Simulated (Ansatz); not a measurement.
`CB[SiH3]` + `N=C=CN` → `N=C=CNB[SiH3]` + CH₄  (ligand exchange at a B–C bond)

Gas-phase electronic energies from Ansatz, PBE0-D4/def2-TZVP geometries. CCSD(T)/CBS is the MP2 limit (def2-TZVPP, def2-QZVPP) plus CCSD(T) − MP2 in def2-TZVPP, frozen cores. This one scheme is used for every species. Functionals use def2-TZVPP. One conformer a species, not always the lowest.

`CB[SiH3]`:

Z-matrix (Å, degrees):
```
C
B 1 1.550
H 1 1.092 2 114.9
H 1 1.106 2 102.7 3 113.8
H 1 1.091 2 116.1 3 -131.0
Si 2 2.018 1 124.4 3 151.8
H 2 1.201 1 118.6 3 -30.5
H 6 1.494 2 107.9 1 -112.4
H 6 1.491 2 111.7 1 130.1
H 6 1.491 2 114.0 1 7.1
```

`N=C=CN`:

Cartesian coordinates in Å:
```
N -1.943 0.434 -0.693
C -0.778 0.425 -0.309
C 0.433 0.427 0.189
N 1.208 -0.725 0.473
H -2.054 0.363 -1.706
H 0.928 1.384 0.306
H 1.514 -0.730 1.439
H 0.692 -1.577 0.301
```

`N=C=CNB[SiH3]`:

Cartesian coordinates in Å:
```
N 3.330 1.360 1.100
C 2.241 0.810 1.156
C 1.009 0.365 1.238
N 0.177 0.125 0.133
B -1.108 -0.408 0.172
Si -2.143 -0.654 -1.534
H 4.133 0.734 1.022
H 0.595 0.139 2.212
H 0.584 0.390 -0.753
H -1.545 -0.699 1.250
H -2.517 -2.082 -1.747
H -3.409 0.134 -1.528
H -1.347 -0.216 -2.721
```

CH₄:

Z-matrix (Å, degrees):
```
C
H 1 1.090
H 1 1.090 2 109.5
H 1 1.090 2 109.5 3 -120.0
H 1 1.090 2 109.5 3 120.0
```

Is it downhill or uphill in electronic energy at CCSD(T)/CBS, and by how much? (Estimate.)

Computed: Downhill: ΔE = -162.5 kJ/mol.

What do these levels give: r2SCAN-D4, PBE, r2SCAN, MP2/def2-TZVPP, CCSD(T)/def2-TZVPP, MP2/def2-QZVPP? (An estimate is asked.)

The calculation gave: r2SCAN-D4 -165.6, PBE -163.7, r2SCAN -164.8, MP2/def2-TZVPP -167.9, CCSD(T)/def2-TZVPP -164.2, MP2/def2-QZVPP -166.9 kJ/mol.

Largest T1 diagnostic among the species: 0.016.

In def2-TZVPP, CCSD(T) changes the Hartree–Fock value by −14.5 kJ/mol (the triples alone add −4.2 kJ/mol) and MP2 by −18.2 kJ/mol. From PBE to PBE0 (25 % exact exchange), in def2-TZVPP and without D4, ΔE moves by +3.9 kJ/mol.
